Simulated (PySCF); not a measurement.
Stationary points of FTaN

Computed with PySCF, PBE0, basis Ta def2-TZVP with ECP60, N def2-TZVP, F def2-TZVP (scalar-relativistic core potentials, no spin–orbit coupling, density fitting).

Relaxations began from a few typed shapes; open shells are unrestricted. The search is not exhaustive: other isomers or separated fragments can lie lower, and high-lying points may rest on an excited occupation.

Task: Which is the lowest minimum found?
A. doublet Cs: Ta–F 1.872 Å, Ta–N 1.683 Å; F–Ta–N 104.6°
B. broken-symmetry Ms = 1/2 (⟨S²⟩ 1.61) C∞v: Ta–F 1.970 Å, Ta–N 1.741 Å; F–Ta–N 180.0°

Result: A. The others lie at 168.2 (broken-symmetry Ms = 1/2 C∞v, a saddle point) kJ/mol above it.

Formally Ta is in oxidation state +4, d1, with 1 unpaired electron. The Mulliken spin on Ta is 1.19. The polar-tensor charge on Ta, 1.33, is far below the formal one.

For the lowest minimum: other spin states or occupations of the open shell can lie lower. No spin–orbit coupling is included, which matters more the heavier the element.

The electron or spin density has lower symmetry than the nuclear frame for the broken-symmetry Ms = 1/2 (⟨S²⟩ 1.61) C∞v at 168.2 kJ/mol.
